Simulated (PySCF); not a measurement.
# Dipole response of Se (selenium, neutral)

[Ar] 3d10 4s2 4p4, high-spin 3P determinant. Calculation: PySCF 2.14, in x2c-QZVPPall with one added diffuse shell each of s, p, d, f type (12s9p6d5f1g, 113 functions); scalar relativity by spin-free X2C-1e. Coupled (time-dependent) response in atomic units; α is the mean over directions.

```
method  mean α (bohr³)         α xx, yy, zz  C₆ (like pair)  S(−4)
 HSE06           26.52  24.60, 30.36, 24.60           221.8  194.0
```

S(−4) is the Cauchy moment in α(ω) = α(0) + S(−4) ω² + …

Reference α: 28.9 ± 1 bohr³ (recommended; Schwerdtfeger and Nagle, table of static dipole polarizabilities (2023 update)). Published C₆: 210.0 (Chu and Dalgarno (2004); Tang, Norbeck and Certain (1976)).

Spin-orbit coupling is absent.

α(iu) at HSE06:

```tsv
u (hartree)	α(iu) (bohr³)
0	26.52
0.0500	26.05
0.100	24.76
0.200	20.91
0.300	16.94
0.500	11.03
0.750	6.877
1.00	4.644
1.50	2.540
2.00	1.634
3.00	0.8847
5.00	0.4192
```

A single London oscillator, α(iu) = α/(1 + u²/ω²), gives C₆ = (3/4) ω α². Matching the computed C₆ needs ω = 4 × 221.8 / (3 × 26.52²) = 0.420 hartree.

The components differ because the open shell of this determinant is not spherical; for a pure term their mean is the scalar polarisability.
